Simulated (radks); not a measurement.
Question: These are the eigenvalues of the occupied orbitals of an atom or ion with whole-number occupations (hartree). All-electron calculation, non-relativistic Kohn-Sham, exchange-only B88, spin-polarised, spherical densities, point nucleus. Program: a radial shooting solver on a logarithmic mesh with Libxc functionals.

| orbital | eigenvalue |
|---|---|
| 1s down | -2410.204 |
| 1s up | -2410.203 |
| 2s up | -397.8813 |
| 2s down | -397.8707 |
| 2p up | -381.6627 |
| 2p down | -381.6548 |
| 3s up | -91.72658 |
| 3s down | -91.72331 |
| 3p up | -84.18025 |
| 3p down | -84.17680 |
| 3d up | -70.10426 |
| 3d down | -70.09768 |
| 4s up | -19.00720 |
| 4s down | -18.99908 |
| 4p up | -15.83382 |
| 4p down | -15.82513 |
| 4d up | -10.03951 |
| 4d down | -10.02869 |
| 5s up | -3.13245 |
| 5s down | -3.02150 |
| 4f up | -2.43802 |
| 4f down | -2.41883 |
| 5p up | -2.20266 |
| 5p down | -2.07602 |
| 5d up | -0.82775 |

Which element is it, and in what charge state? The configuration may be excited. Open shells, if any, are filled with parallel spins first.

Answer: Z = 75, rhenium, charge +2: Re2+ in [Xe] 4f14 5d5. The list shows which subshells hold electrons but not how many an open one holds; the 1s level, -2410.2 hartree, gives Z - s = 69.4 by -(Z - s)^2/2, which with screening narrows Z to a few neighbours, and the depths of the outer levels then fix element, charge and occupations together.
